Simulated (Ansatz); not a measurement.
One change: `C[CH2][AlH][OH]` becomes `[OH][AlH][CH2]F`.

Ansatz, PBE0-D4/def2-TZVP geometries, multiplicity 1. Each molecule was computed in one conformer, which needn't be the lowest.

```csv
property,`C[CH2][AlH][OH]`
zero-point energy (PBE0-D4/def2-TZVP) / kJ/mol,222.9
"ideal-gas entropy at 298 K and 1 bar (rigid rotor, harmonic PBE0-D4/def2-TZVP) / J/(mol·K)",334
LUMO energy (ωB97M-V/def2-TZVPP) / eV,1.10
HOMO energy (PBE0/def2-TZVPP) / eV,-7.51
HOMO–LUMO gap (PBE0/def2-TZVPP) / eV,7.07
HOMO–LUMO gap (PBE/def2-TZVPP) / eV,5.02
```

Question: What does the change do to each property? (Best estimate.)

Answer: Ansatz gave: 
| property | `[OH][AlH][CH2]F` | shift |
| --- | --- | --- |
| zero-point energy (PBE0-D4/def2-TZVP) / kJ/mol | 129.5 | -93.4 |
| ideal-gas entropy at 298 K and 1 bar (rigid rotor, harmonic PBE0-D4/def2-TZVP) / J/(mol·K) | 325 | -9 |
| LUMO energy (ωB97M-V/def2-TZVPP) / eV | 0.80 | -0.30 |
| HOMO energy (PBE0/def2-TZVPP) / eV | -7.87 | -0.36 |
| HOMO–LUMO gap (PBE0/def2-TZVPP) / eV | 7.10 | 0.03 |
| HOMO–LUMO gap (PBE/def2-TZVPP) / eV | 4.89 | -0.13 |

The zero-point energy changes by -93.4 kJ/mol with -9 modes. Modes under 60 cm⁻¹, often nearly free rotors, make the harmonic entropy too high.
